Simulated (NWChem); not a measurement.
N-methylmethanimine (C₂H₅N) in NWChem

SMILES: C=NC
```xyz
8

C     -1.1018     0.3452     0.0000
N      0.0354    -0.5448     0.0000
C      1.1976    -0.0473     0.0000
H     -1.7294     0.1339    -0.8824
H     -1.7294     0.1339     0.8824
H     -0.8381     1.4237     0.0000
H      1.3987     1.0455     0.0000
H      2.0757    -0.7107     0.0000
```
Charge 0, spin multiplicity 1.

All runs are NWChem calculations. Structure: optimised with B3LYP/def2-SVP, a minimum by its harmonic frequencies.

Symmetry labels belong to the abelian group Cs used in the runs, with the axes of the coordinates shown; states degenerate in a higher group split over its labels.

The Pople sets run with spherical d functions.

Q: List the lowest 6 singlet excitations that TD-PBE/6-31+G* (spherical d) gives, with oscillator strengths.

A: 
```tsv
state	symmetry	energy (eV)	wavelength (nm)	f
1	a"	4.76	260	0.001
2	a'	5.96	208	0.030
3	a'	6.44	192	0.007
4	a'	6.72	184	0.114
5	a"	7.15	173	0.020
6	a'	7.17	173	0.006
```
